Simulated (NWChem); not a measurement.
Molecule: C3H2F2; SMILES FC=C=CF

```xyz
7

F     -2.2034    -0.1769     0.4301
C     -1.2557     0.3642    -0.3291
C      0.0000     0.0000    -0.2895
C      1.2557    -0.3642    -0.3291
F      2.2034     0.1769     0.4301
H     -1.6442     1.1491    -0.9884
H      1.6442    -1.1491    -0.9884
```
Atoms are numbered in this order, from 1.

Structure relaxed at the PBE0/def2-SVP level.

Question: Give the principal values of the shielding tensors (ppm) of F1, C2, C3 from LDA (Slater exchange, VWN5)/pcSseg-1, GIAO (NWChem), with their diamagnetic and paramagnetic parts as GIAO splits them.

Answer: 
| atom | σ11 | σ22 | σ33 | isotropic | diamagnetic | paramagnetic |
|---|---|---|---|---|---|---|
| F1 | 173.2 | 217.7 | 403.7 | 264.9 | 476.5 | -211.6 |
| C2 | -33.5 | 57.5 | 83.7 | 35.9 | 251.9 | -216.1 |
| C3 | -52.6 | -4.9 | 19.1 | -12.8 | 266.3 | -279.1 |
